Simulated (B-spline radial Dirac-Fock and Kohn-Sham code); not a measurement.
**Two-hole binding energies of Ga³⁺**

System: the Ga³⁺ ion, configuration [Ar] 3d10, inside a Watson sphere of charge -3 and radius 3 Å (a model of the Madelung potential; inside it an electron's potential energy is raised by 14.4 eV).

These are calculated numbers from a radial B-spline solver; the model is Dirac-Fock ΔSCF + Breit + QED. U is the two-hole binding energy less the two single-hole energies, the effective repulsion of the holes after relaxation. Each two-hole energy is an average over J within one jj subconfiguration.

| holes | E(a) (eV) | E(b) (eV) | E(ab) (eV) | U (eV) |
| --- | --- | --- | --- | --- |
| 1s⁻² | 10398.7 | 10398.7 | 21245.1 | 447.6 |
| 1s⁻¹ 3p3/2⁻¹ | 10398.7 | 136.0 | 10568.4 | 33.7 |
| 2s⁻¹ 2p1/2⁻¹ | 1335.6 | 1174.3 | 2573.4 | 63.5 |
| 2s⁻¹ 2p3/2⁻¹ | 1335.6 | 1147.2 | 2545.7 | 62.9 |
| 2p1/2⁻¹ 2p3/2⁻¹ | 1174.3 | 1147.2 | ? | ? |
| 2s⁻¹ 3d5/2⁻¹ | 1335.6 | 46.37 | 1410.6 | 28.6 |
| 2p1/2⁻¹ 3s⁻¹ | 1174.3 | 192.4 | 1397.5 | 30.8 |
| 2p3/2⁻¹ 3s⁻¹ | 1147.2 | 192.4 | 1370.3 | 30.7 |
| 2p3/2⁻¹ 3p1/2⁻¹ | 1147.2 | 139.6 | 1317.9 | 31.1 |
| 2p1/2⁻¹ 3d5/2⁻¹ | 1174.3 | 46.37 | 1249.6 | 28.9 |
| 2p1/2⁻¹ 3d3/2⁻¹ | 1174.3 | 46.80 | 1249.0 | 27.9 |
| 3p1/2⁻² | 139.6 | 139.6 | 307.2 | 28.0 |
| 3p3/2⁻² | 136.0 | 136.0 | 298.5 | 26.5 |
| 3d5/2⁻² | 46.37 | 46.37 | 117.5 | 24.8 |

Task: Give the missing two-hole energy and U.

Result: E(ab) = 2398.8 eV and U = 77.4 eV.
